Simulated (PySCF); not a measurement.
F5Te, SMILES F[Te](F)(F)(F)F, multiplicity 2.

Coordinates come from a B3LYP-D3(BJ)/def2-SVP optimisation. The isomer is the one that the SMILES or the coordinates give; other isomers of the formula were not compared. The def2 effective core potentials stand for the cores of Te; spin–orbit coupling is left out.

Two levels are set side by side: PBE/def2-TZVP (PySCF) and CAM-B3LYP/def2-TZVP (PySCF). Same geometry, gas phase. Differences are taken from unrounded values.

| quantity | CAM-B3LYP |
|---|---|
| α-spin orbital gap (eV) | 9.82 |
| β-spin orbital gap (eV) | 7.83 |
| dipole moment (D) | 1.83 |
| mean polarisability (bohr³) | 40.7 |

Question: What does PBE give, and how far is it from CAM-B3LYP? (The exact figures need the calculation; the answer reports its results.)

Answer: 
```tsv
quantity	PBE	PBE minus CAM-B3LYP
α-spin orbital gap (eV)	4.94	-4.87
β-spin orbital gap (eV)	2.41	-5.41
dipole moment (D)	1.63	-0.20
mean polarisability (bohr³)	42.7	2.0
```

Loosely held outer electrons make PBE densities more polarisable. Differences between two approximate levels are no errors against the true value.

Rough cost on one machine, each run with all the roots and properties that it gave: CAM-B3LYP against PBE within a factor of 2.
